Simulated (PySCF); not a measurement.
# Assigning NMR signals

Numbering as in the mapped SMILES `[CH3:1][O:2][C:3]([F:4])([F:5])[C:6]([F:7])([F:8])[C:9]([F:10])([F:11])[F:12]`. Each H is labelled by its parent atom.

PySCF calculation with geometry: PBE0-D3(BJ)/def2-SVP, KT3/pcSseg-2 with gauge-including orbitals and J couplings at B3LYP/pcJ-1 (spin–dipole term only in couplings to heteroatoms); gas phase, one averaged value for each set of equivalent atoms, no relativistic terms, single conformer.

Shifts are taken against calculated references (same method and geometry level): 13C vs TMS.

Question: Assign these signals to the numbered atoms. 13C{1H} NMR (computed): δ 126.5 (C, qt, J = 356.1, 33.6 Hz), 123.9 (C, tt, J = 339.2, 31.6 Hz), 113.5 (C, tqt, J = 322.2, 39.9, 35.6 Hz), 50.7 (CH3, t, J = 6.8 Hz).

Answer: 
| δ (ppm) | atoms | environment | reason |
| --- | --- | --- | --- |
| 126.5 | C9 | CF3 carbon | 3 electronegative neighbours deshield it |
| 123.9 | C3 | fully substituted sp3 carbon bonded to 2 F and O | 3 electronegative neighbours deshield it |
| 113.5 | C6 | fully substituted sp3 carbon bonded to 2 F | 2 electronegative neighbours deshield it |
| 50.7 | C1 | methyl carbon bonded to O | pulled downfield by the heteroatom |

C–F couplings over four or more bonds (about 3 Hz to the para carbon of a fluoroarene) are left out. Common functionals overestimate the size of one-bond C–F couplings by tens of Hz; these are unscaled. Shifts are as computed, not scaled to solution data. Of 1328 compounds with measured shifts, 309 miss one by over three times the rms of a fit or turn the order of signals round; such compounds aren't used in these exercises. Signals without a measured value on file couldn't be tested in this way.
